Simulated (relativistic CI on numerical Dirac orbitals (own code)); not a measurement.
## Forbidden lines of Pm20+

Calculated at this level of theory: Dirac-Coulomb-Breit CI, orbitals from a KLI potential per configuration, model QED (radiative potential, 1s self-energy scaled to tabulated hydrogen-like ionisation energies), unscaled Slater integrals (own radial code, finite nucleus).

Configuration list (outside the closed core [Ar] 3d10): 4s²4p⁶4d⁵, 4s²4p⁵4d⁶, 4s²4p⁶4d⁴4f, 4s4p⁶4d⁵4f, 4p⁶4d⁷, 4p⁵4d⁸, 4s²4p⁶4d³5s², 4s²4p⁶4d²4f5s², 4s4p⁶4d³4f5s². Double excitations out of closed p, d and f shells are left out; levels of such configurations are missing from the list, as are those of other unlisted configurations, and high levels can miss mixing partners.

```
λ vac (nm)                 Lower                  Upper  Type   A (s⁻¹)  log gf
    86.213   4s²4p⁶4d⁵ ⁶S5/2 [1]   4s²4p⁶4d⁵ ⁴F3/2 [16]    M1  6.59e+02   -6.53
    90.144   4s²4p⁶4d⁵ ⁶S5/2 [1]   4s²4p⁶4d⁵ ²D3/2 [14]    M1  4.42e+02   -6.67
    103.35   4s²4p⁶4d⁵ ⁶S5/2 [1]   4s²4p⁶4d⁵ ²D5/2 [10]    M1  1.06e+03   -5.99
    131.54   4s²4p⁶4d⁵ ⁴G7/2 [3]   4s²4p⁶4d⁵ ⁴F5/2 [20]    M1  1.07e+03   -5.78
    135.32   4s²4p⁶4d⁵ ⁶S5/2 [1]    4s²4p⁶4d⁵ ⁴G5/2 [6]    M1  4.98e+02   -6.09
    136.61   4s²4p⁶4d⁵ ⁴G5/2 [2]   4s²4p⁶4d⁵ ⁴F3/2 [16]    M1  1.28e+03   -5.84
    140.99   4s²4p⁶4d⁵ ⁴G7/2 [3]   4s²4p⁶4d⁵ ²H9/2 [19]    M1  5.61e+02   -5.78
    148.25   4s²4p⁶4d⁵ ⁶S5/2 [1]    4s²4p⁶4d⁵ ⁴D3/2 [4]    M1  2.08e+03   -5.56
    148.98  4s²4p⁶4d⁵ ⁴G11/2 [5]   4s²4p⁶4d⁵ ²H9/2 [19]    M1  5.63e+02   -5.73
    162.10   4s²4p⁶4d⁵ ⁴G9/2 [7]   4s²4p⁶4d⁵ ²H9/2 [19]    M1  1.49e+03   -5.23
    169.90   4s²4p⁶4d⁵ ⁴G7/2 [3]   4s²4p⁶4d⁵ ²F5/2 [18]    M1  3.48e+02   -6.04
    185.28   4s²4p⁶4d⁵ ⁴G5/2 [2]   4s²4p⁶4d⁵ ²D5/2 [10]    M1  8.63e+02   -5.57
    201.08   4s²4p⁶4d⁵ ⁴G5/2 [6]   4s²4p⁶4d⁵ ²F5/2 [18]    M1  1.77e+03   -5.19
    202.98   4s²4p⁶4d⁵ ⁴G7/2 [3]   4s²4p⁶4d⁵ ²G9/2 [15]    M1  3.93e+02   -5.61
    206.02   4s²4p⁶4d⁵ ⁴D3/2 [4]   4s²4p⁶4d⁵ ⁴F3/2 [16]    M1  1.75e+03   -5.35
    219.96  4s²4p⁶4d⁵ ⁴G11/2 [5]   4s²4p⁶4d⁵ ²G9/2 [15]    M1  3.15e+02   -5.64
    227.08  4s²4p⁶4d⁵ ²D5/2 [10]   4s²4p⁶4d⁵ ⁴F5/2 [20]    M1  6.49e+02   -5.52
    233.71   4s²4p⁶4d⁵ ⁶S5/2 [1]    4s²4p⁶4d⁵ ⁴G5/2 [2]    M1  1.06e+03   -5.28
    269.48  4s²4p⁶4d⁵ ⁴G11/2 [5]  4s²4p⁶4d⁵ ²I11/2 [11]    M1  7.14e+02   -5.03
    321.41   4s²4p⁶4d⁵ ⁴G5/2 [2]    4s²4p⁶4d⁵ ⁴G5/2 [6]    M1  9.26e+02   -5.07
```

Terms are leading LS components. Brackets give the number of a level in order of energy, since labels repeat. The list gives strong lines, with weight on those to low levels, among the lowest 200 of 1946 levels, so that lines to higher ones, which can be the strongest, are missing. Levels whose partners in the same complex of configurations lie outside the list can be far off, and so can their lines. Rates are taken at the computed energies, electric ones in the length gauge.

At this charge energies of transitions that change n are usually good to better than 1 %, and those within a shell (Δn = 0) to a few per cent. Terms inside the open d or f shell come out 10 to 20 % too wide with unscaled integrals.

LS names give the leading component of a level, which can be under half, so a name can repeat, a term be missing and a line seem to break the LS rules.
